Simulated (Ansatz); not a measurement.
Consider the formal exchange of groups at the Si–S bond: `S[SiH](S)Cl` + `CCl` → `S[SiH](Cl)CCl` + H₂S.

Computed with Ansatz on PBE0-D4/def2-TZVP structures; ΔE is electronic, products minus reactants. CBS: MP2 limit from def2 TZ/QZ plus the TZ coupled-cluster correction, frozen cores. This one scheme is used for every species. DFT in def2-TZVPP. HSE06 is defined as in plane-wave codes. Each species was taken in one conformer, which may not be the lowest.

```tsv
level	ΔE (kcal/mol)	difference from CCSD(T)/CBS
r2SCANh-D4	15.2	1.0
HSE06-D4	15.3	1.1
CAM-B3LYP-D4	13.9	-0.3
r2SCAN	15.4	1.2
PBE0	15.7	1.5
CCSD(T)/def2-SVP	12.6	-1.6
HF/def2-TZVPP	15.5	1.3
MP2/def2-TZVPP	14.4	0.2
CCSD/def2-TZVPP	13.6	-0.6
HF/def2-QZVPP	15.4	1.2
CCSD(T)/CBS	14.2	0
```

Largest T1 diagnostic among the species: 0.011.

The D4 term adds −0.8 kcal/mol with B3LYP and −0.5 kcal/mol with PBE0; it sums over pairs of atoms, weighted by their polarisabilities, and B3LYP, whose exchange is more repulsive, gets the larger term. At CCSD(T), def2-SVP lies −1.6 kcal/mol from the extrapolated value and def2-TZVPP −0.7 kcal/mol.

B3LYP here is the variant with VWN-RPA as its local correlation; programs differ in this.
